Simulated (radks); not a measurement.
Cr, 24 electrons, occupied as [Ar] 3d5 4s1.

Method: scalar-relativistic Kohn-Sham, PBEsol, spin-polarised, spherical densities, finite nucleus; open shells are filled with parallel spins first; Fermi nuclear charge, rms radius 3.6452 fm; computed with a radial shooting solver on a logarithmic mesh with Libxc functionals.

Energy parts (hartree):
part                       energy
total                 -1049.65328
kinetic                1060.16432
electron-nucleus      -2506.85418
Hartree                 444.80532
exchange-correlation    -47.76873

Orbitals (lengths in bohr, moments of r in powers of bohr; r(max) is where P^2 peaks):
orbital  occ.  eigenvalue (hartree)       <r^4>   r(max)
1s up       1             -215.8258  0.00007612  0.04164
1s down     1             -215.8254  0.00007611  0.04164
2s up       1             -24.46393     0.01821   0.2438
2s down     1             -24.40356     0.01806   0.2436
2p up       3             -20.56000     0.01425   0.1978
2p down     3             -20.51373     0.01410   0.1976
3s up       1              -2.73945       1.456   0.7771
3s down     1              -2.58037       1.465   0.7776
3p up       3              -1.69503       2.194   0.7983
3p down     3              -1.53668       2.227   0.7990
4s up       1              -0.16513       276.8    2.684
3d up       5              -0.13737       31.96   0.8385

The highest occupied level is 3d up at -3.738 eV. The spin density at the nucleus is 3.106 e/bohr^3 (1s 0.018, 2s -1.674, 3s 0.455, 4s 4.306). Spin moment in Bohr magnetons: 6. The density falls to 0.001 e/bohr^3 at r = 4.40 bohr. Summed over all electrons, <r^2> = 37.25 bohr^2, which gives a Langevin (diamagnetic) susceptibility term of -29.5 x 10^-6 cm^3/mol. The electron density at the nucleus is 1.148e+04 e/bohr^3 (large components only). For comparison, the ionisation energy in NIST's Atomic Spectra Database is 6.767 eV (measured). In exact Kohn-Sham theory the highest level is minus the ionisation energy, but local and semilocal functionals leave it too shallow, through self-interaction and a potential that decays too fast; potentials with the right tail come closer.
